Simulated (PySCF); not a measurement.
**[Yb(BH4)2]+: from a saddle point downhill**

PySCF 2.14.0, RKS BP86, Yb lcecp-1-SVP with ECP59, B def2-SVP, H def2-SVP; non-relativistic Hamiltonian with scalar-relativistic core potentials where named; density fitting; no spin-orbit coupling. Relaxed within the symmetry of its start, the geometry (D3d) is

```xyz
11

Yb    0.0000    0.0000    0.0000
B     0.0000    0.0000    2.3687
H     0.0000    0.0000    3.5717
H     1.0065    0.5811    1.8390
H    -1.0065    0.5811    1.8390
H     0.0000   -1.1622    1.8390
B     0.0000    0.0000   -2.3687
H     0.0000    0.0000   -3.5717
H     1.0065   -0.5811   -1.8390
H    -1.0065   -0.5811   -1.8390
H     0.0000    1.1622   -1.8390
```

and its lowest harmonic modes are -179, -90, -90, 538, 545, 576 cm⁻¹ (negative: unstable; uncertain by 10 to 30 cm⁻¹). It was moved along the lowest mode and relaxed again, within the group D3 that the move left.

(1) Where does it end, and how much lower?

(2) How do the contacts change?

No frequency check is given for the end, and other unstable modes may remain.

An lcecp potential fixes the number of 4f electrons, so in runs with it no electron can move into or out of that shell.

State: singlet in the valence, with the 4f electrons in the core potential.

Results:

(1) In D3h, 0.044 eV lower, after 12 steps:
```xyz
11

Yb    0.0000    0.0000    0.0000
B     0.0000    0.0000    2.3668
H     0.0000    0.0000    3.5698
H     1.1623    0.0009    1.8334
H    -0.5819    1.0061    1.8334
H    -0.5804   -1.0071    1.8334
B     0.0000    0.0000   -2.3668
H     0.0000    0.0000   -3.5698
H     1.1623   -0.0009   -1.8334
H    -0.5819   -1.0061   -1.8334
H    -0.5804    1.0071   -1.8334
```

(2) 
```
      contact  saddle (Å)  end (Å)
 Yb1–H6 (BH4)       2.175    2.171
Yb1–H11 (BH4)       2.175    2.171
 Yb1–H5 (BH4)       2.175    2.171
Yb1–H10 (BH4)       2.175    2.171
```
